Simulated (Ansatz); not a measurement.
CH$_{9}$NOSi$_{2}$, SMILES `CO[SiH2][SiH2]N`, relaxed with RKS PBE0-D4/def2-TZVP in Ansatz from a PBE-D4/def2-SVP geometry. The force threshold is 0.005 eV/Å; the program also tests the step.

Charge 0, multiplicity 1.

Start:

```xyz
14

C    -1.981    0.512    0.603
O    -0.874    1.093    1.272
Si    0.623    1.294    0.521
Si    1.522   -0.793   -0.120
N     0.379   -1.521   -1.246
H    -2.772    0.302    1.353
H    -2.410    1.205   -0.158
H    -1.715   -0.441    0.091
H     1.497    1.984    1.528
H     0.498    2.186   -0.700
H     2.947   -0.611   -0.617
H     1.602   -1.719    1.066
H     0.527   -2.503   -1.502
H     0.156   -0.986   -2.091
```

| step | energy (eV) | largest force (eV/Å) | largest move (Å) |
| --- | --- | --- | --- |
| 1 | -20467.9033 | 0.601 | 0.000 |
| 2 | -20467.9656 | 0.534 | 0.100 |
| 3 | -20467.9784 | 0.174 | 0.041 |
| 4 | -20467.9822 | 0.090 | 0.029 |
| 5 | -20467.9834 | 0.060 | 0.023 |
| 6 | -20467.9845 | 0.018 | 0.042 |
| 7 | -20467.9847 | 0.011 | 0.009 |
| 8 | -20467.9849 | 0.014 | 0.028 |
| 9 | -20467.9849 | 0.018 | 0.025 |
| 10 | -20467.9850 | 0.012 | 0.013 |
| 11 | -20467.9850 | 0.011 | 0.011 |
| 12 | -20467.9850 | 0.005 | 0.004 |

End:

```xyz
14

C    -1.996    0.538    0.657
O    -0.867    1.110    1.279
Si    0.583    1.259    0.510
Si    1.497   -0.811   -0.121
N     0.477   -1.522   -1.327
H    -2.797    0.478    1.396
H    -2.343    1.154   -0.181
H    -1.785   -0.471    0.283
H     1.481    1.965    1.460
H     0.430    2.103   -0.718
H     2.921   -0.587   -0.533
H     1.535   -1.760    1.026
H     0.632   -2.482   -1.593
H     0.232   -0.974   -2.137
```

Hardware: 4 threads of an Intel Xeon Platinum 8488C on a shared host. Wall time 39 s, peak host memory 0.67 GiB.
